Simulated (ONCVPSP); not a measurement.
## Pseudopotential generation for mercury: ONCV, LDA (Perdew-Wang 92), scalar-relativistic.

ONCVPSP 4.0.1 was run on this input:

```
# ATOM AND REFERENCE CONFIGURATION
# atsym  z   nc   nv     iexc    psfile
  Hg 80.00   11    4  -001012      upf
#
#   n    l    f
    1    0    2.00
    2    0    2.00
    2    1    6.00
    3    0    2.00
    3    1    6.00
    3    2   10.00
    4    0    2.00
    4    1    6.00
    4    2   10.00
    4    3   14.00
    5    0    2.00
    5    1    6.00
    5    2   10.00
    6    0    1.75
    6    1    0.25
#
# PSEUDOPOTENTIAL AND OPTIMIZATION
# lmax
    2
#
#   l,   rc,      ep,       ncon, nbas, qcut
    0    2.40    0.00    4    7    3.00
    1    1.65    0.00    4    8    8.10
    2    1.50    0.00    4    9    5.70
#
# LOCAL POTENTIAL
# lloc, lpopt,  rc(5),   dvloc0
    4    5    1.00    0.00
#
# VANDERBILT-KLEINMAN-BYLANDER PROJECTORs
# l, nproj, debl
    0    2    1.40
    1    2    3.10
    2    2    3.60
#
# MODEL CORE CHARGE
# icmod, fcfact, rcfact
    3    3.25    1.15
#
# LOG DERIVATIVE ANALYSIS
# epsh1, epsh2, depsh
   -4.00    5.00    0.02
#
# OUTPUT GRID
# rlmax, drl
    6.00    0.01
#
# TEST CONFIGURATIONS
# ncnf
    4
# nvcnf
#   n    l    f
    4
    5    1    6.00
    5    2   10.00
    6    0    2.00
    6    1    0.00
#
    4
    5    1    6.00
    5    2   10.00
    6    0    1.00
    6    1    0.00
#
    4
    5    1    6.00
    5    2   10.00
    6    0    0.00
    6    1    0.00
#
    4
    5    1    6.00
    5    2    9.00
    6    0    0.00
    6    1    0.00
#
```

Command:

```bash
oncvpsp.x < Hg.dat > Hg.out
```

The program printed (shortened: citation, most of the input echo, consistency checks and plot data are left out):

```
ONCVPSP  (Optimized Norm-Conservinng Vanderbilt PSeudopotential)
scalar-relativistic version 4.0.1

#   n    l    f        energy (Ha)
    1    0    2.00    -3.0546936E+03
    2    0    2.00    -5.4145351E+02
    2    1    6.00    -4.6702785E+02
    3    0    2.00    -1.2849256E+02
    3    1    6.00    -1.0699614E+02
    3    2   10.00    -8.4360283E+01
    4    0    2.00    -2.8243357E+01
    4    1    6.00    -2.1194731E+01
    4    2   10.00    -1.2835670E+01
    4    3   14.00    -3.5617084E+00
    5    0    2.00    -4.3789320E+00
    5    1    6.00    -2.4754883E+00
    5    2   10.00    -3.9121768E-01
    6    0    1.75    -2.7788816E-01
    6    1    0.25    -5.5985895E-02

Reference configufation results
  iterations    27
  all-electron total energy (Ha)   -1.96119207D+04

Begin loop to  construct optimized pseudo wave functions
and semi-local pseudopoentials for all angular momenta

   Wellstate for l =  0  n =  8
     eigenvalue =   1.1221
     asymptotic potential =   1.6221
     half-point radius =  5.6023

Calculating optimized projector #   1

 for l=   0

    Fraction of norm inside rc  0.451422
    Optimizing pswf for qcut=   2.99 a_B^-1,  ecut=   4.48 Ha
    Residual kinetic energy error=  1.80D-03 Ha

    Energy error per electron        Cutoff
         Ha          eV             Ha
         0.01000     0.27211        3.19
         0.00100     0.02721        5.93
         0.00010     0.00272       18.27
         0.00001     0.00027       22.11

Calculating optimized projector #   2

 for l=   0

    Fraction of norm inside rc  0.114826
    Optimizing pswf for qcut=   2.99 a_B^-1,  ecut=   4.48 Ha
    Residual kinetic energy error=  4.57D-03 Ha

    Energy error per electron        Cutoff
         Ha          eV             Ha
         0.01000     0.27211        3.96
         0.00100     0.02721        7.97
         0.00010     0.00272       17.22
         0.00001     0.00027       22.10

Calculating optimized projector #   1

 for l=   1

    Fraction of norm inside rc  0.942156
    Optimizing pswf for qcut=   8.09 a_B^-1,  ecut=  32.73 Ha
    Residual kinetic energy error=  1.21D-06 Ha

    Energy error per electron        Cutoff
         Ha          eV             Ha
         0.01000     0.27211       12.88
         0.00100     0.02721       15.84
         0.00010     0.00272       19.22
         0.00001     0.00027       28.10

Calculating optimized projector #   2

 for l=   1

    Fraction of norm inside rc  0.023624
    Optimizing pswf for qcut=   8.09 a_B^-1,  ecut=  32.73 Ha
    Residual kinetic energy error=  1.07D-06 Ha

    Energy error per electron        Cutoff
         Ha          eV             Ha
         0.01000     0.27211        8.51
         0.00100     0.02721       12.28
         0.00010     0.00272       15.88
         0.00001     0.00027       27.22

   Wellstate for l =  2  n =  7
     eigenvalue =   3.2088
     asymptotic potential =   3.7088
     half-point radius =  3.0615

Calculating optimized projector #   1

 for l=   2

    Fraction of norm inside rc  0.582447
    Optimizing pswf for qcut=   5.69 a_B^-1,  ecut=  16.21 Ha
    Residual kinetic energy error=  9.06D-03 Ha

    Energy error per electron        Cutoff
         Ha          eV             Ha
         0.01000     0.27211       16.09
         0.00100     0.02721       50.10
         0.00010     0.00272      129.50
         0.00001     0.00027      147.67

Calculating optimized projector #   2

 for l=   2

    Fraction of norm inside rc  0.084380
    Optimizing pswf for qcut=   5.69 a_B^-1,  ecut=  16.21 Ha
    Residual kinetic energy error=  1.48D-02 Ha

    Energy error per electron        Cutoff
         Ha          eV             Ha
         0.01000     0.27211       17.01
         0.00100     0.02721       24.33
         0.00010     0.00272       56.45
         0.00001     0.00027      121.56

Construct Vanderbilt / Kleinmman-Bylander projectors

B matrix Hermiticity error, ll=   0
   1   2   -8.3668E-05

  Orthonormal projector coefficients  1.0011E+01  7.7176E-01

B matrix Hermiticity error, ll=   1
   1   2    2.3025E-04

  Orthonormal projector coefficients  1.2542E+01  1.7191E+00

B matrix Hermiticity error, ll=   2
   1   2   -5.3205E-04

  Orthonormal projector coefficients  1.3670E+01  4.2888E+00

Model core correction analysis
  based on d2Exc/dn_idn_j

d2excae - all-electron derivatives

   -2.315716D-02   -1.573789D-02   -2.801610D-03   -7.597596D-04
   -1.573793D-02   -1.655146D-02   -9.045736D-03   -3.492464D-03
   -2.801568D-03   -9.044935D-03   -2.171349D-02   -1.724630D-02
   -7.597587D-04   -3.490538D-03   -1.720476D-02   -3.545913D-02

d2excps - pseudofunction derivatives with no core correction

   -3.625083D-02   -2.043023D-02   -3.337947D-03   -1.214791D-03
   -2.043053D-02   -1.945494D-02   -9.848599D-03   -3.623616D-03
   -3.337931D-03   -9.847816D-03   -2.184467D-02   -1.724504D-02
   -1.214830D-03   -3.621693D-03   -1.720350D-02   -3.548070D-02

rms 2nd derivative error    3.760349E-03

rmatch, rhocmatch    0.8300   17.3127

Teter function model core charge with specified parameters

d2excps - pseudofunction derivatives with core correction

   -2.960013D-02   -1.866406D-02   -3.251139D-03   -9.737698D-04
   -1.866416D-02   -1.882112D-02   -9.813718D-03   -3.567164D-03
   -3.251112D-03   -9.812933D-03   -2.184218D-02   -1.724236D-02
   -9.737770D-04   -3.565240D-03   -1.720082D-02   -3.547158D-02

rms 2nd derivative error    2.023177E-03

Pseudoatom total energy -117.517457

Diagnostic tests using Vanderbilt-Kleinman-Bylander pseudopotentials
  1 or more projectors used as specified by nproj input data

   l    rcore       rmatch      e in        delta e   norm test  slope test

   0   2.4073463   2.4804385  -0.2778882  -0.0000011   1.0000321   1.0000403
   0   2.4073463   2.4804385   1.1221118   0.0000006   1.0002557   1.0002557

   1   1.6514513   1.7015930  -2.4754883   0.0000015   1.0002305   1.0002293
   1   1.6514513   1.7015930  -0.0559859   0.0000032   1.0000580   1.0000483

   2   1.5007145   1.5462795  -0.3912177   0.0000026   1.0001147   1.0001399
   2   1.5007145   1.5462795   3.2087823   0.0000858   1.0005149   1.0005149

 Testing for bound ghosts
   n   l    E NL Schr. Eq   E Basis Diag.   E Cutoff

       0                      -12.895868     32.28  WARNING - GHOST(-)
   1   0       -0.277889       -0.276575     32.28

   2   1       -2.475487       -2.475486    111.73
   3   1       -0.055983        0.062793    111.73

   3   2       -0.391215       -0.387735    196.70

 Testing for highly-localized positive-energy ghosts
       l    <radius>/rc     E Basis Diag.   E Cutoff

       0        0.410780        2.392068     32.28  WARNING - GHOST(+)

Test configuration 0

   n   l     f        eae           eps        diff
   1   0  2.0000-3054.69356067
   2   0  2.0000 -541.45351277
   2   1  6.0000 -467.02785467
   3   0  2.0000 -128.49255707
   3   1  6.0000 -106.99614008
   3   2 10.0000  -84.36028333
   4   0  2.0000  -28.24335748
   4   1  6.0000  -21.19473113
   4   2 10.0000  -12.83566957
   4   3 14.0000   -3.56170844
   5   0  2.0000   -4.37893200
   5   1  6.0000   -2.47548834   -2.47548687    1.47D-06
   5   2 10.0000   -0.39121768   -0.39121509    2.58D-06
   6   0  1.7500   -0.27788816   -0.27788924   -1.08D-06
   6   1  0.2500   -0.05598590   -0.05598273    3.17D-06

    Total energies and differences
      AE_ref= -1.96119207D+04  AE_tst= -1.96119207D+04  dif=  0.00D+00
      PS_ref= -1.17517457D+02  PS_tst= -1.17517457D+02  dif= -8.53D-14
      PSP excitation error=  8.53D-14

Test configuration 1

   n   l     f        eae           eps        diff
   1   0  2.0000-3054.67156218
   2   0  2.0000 -541.43189862
   2   1  6.0000 -467.00624310
   3   0  2.0000 -128.47080521
   3   1  6.0000 -106.97438970
   3   2 10.0000  -84.33857307
   4   0  2.0000  -28.22152805
   4   1  6.0000  -21.17290155
   4   2 10.0000  -12.81385041
   4   3 14.0000   -3.53987902
   5   0  2.0000   -4.35695756
   5   1  6.0000   -2.45340400   -2.45409906   -6.95D-04
   5   2 10.0000   -0.37003106   -0.37015233   -1.21D-04
   6   0  2.0000   -0.26195933   -0.26187473    8.46D-05

    Total energies and differences
      AE_ref= -1.96119207D+04  AE_tst= -1.96119756D+04  dif= -5.50D-02
      PS_ref= -1.17517457D+02  PS_tst= -1.17572434D+02  dif= -5.50D-02
      PSP excitation error=  4.38D-06

Test configuration 2

   n   l     f        eae           eps        diff
   1   0  2.0000-3055.00804545
   2   0  2.0000 -541.76580025
   2   1  6.0000 -467.34020724
   3   0  2.0000 -128.80530309
   3   1  6.0000 -107.30889045
   3   2 10.0000  -84.67283113
   4   0  2.0000  -28.55639903
   4   1  6.0000  -21.50777656
   4   2 10.0000  -13.14866317
   4   3 14.0000   -3.87474661
   5   0  2.0000   -4.69270990
   5   1  6.0000   -2.79002318   -2.78829933    1.72D-03
   5   2 10.0000   -0.70199041   -0.70166521    3.25D-04
   6   0  1.0000   -0.55511211   -0.55545030   -3.38D-04

    Total energies and differences
      AE_ref= -1.96119207D+04  AE_tst= -1.96115699D+04  dif=  3.51D-01
      PS_ref= -1.17517457D+02  PS_tst= -1.17166422D+02  dif=  3.51D-01
      PSP excitation error= -2.35D-04

Test configuration 3

psatom: WARNING lschvkbb convergence error n,l,iter=   3   1   4
ea(ii),et,emin,emax -6.064428E-02 -6.670871E-02 -6.670871E-02 -6.670871E-02
run_config: WARNING for fully non-local PS atom, stg. 1
 WARNING no output for configuration 4

Test configuration 4

psatom: WARNING lschvkbb convergence error n,l,iter=   3   1   3
ea(ii),et,emin,emax -5.598273E-02 -6.158100E-02 -6.158100E-02 -6.158100E-02
run_config: WARNING for fully non-local PS atom, stg. 1
 WARNING no output for configuration 5
```

Note: ghosts flagged at negative energy: s at -350.9 eV; GHOST(+) flagged for s at 65.1 eV. A true bound ghost makes a file unfit for plane-wave use.

The run took about 7.7 s on one core of a shared server CPU.
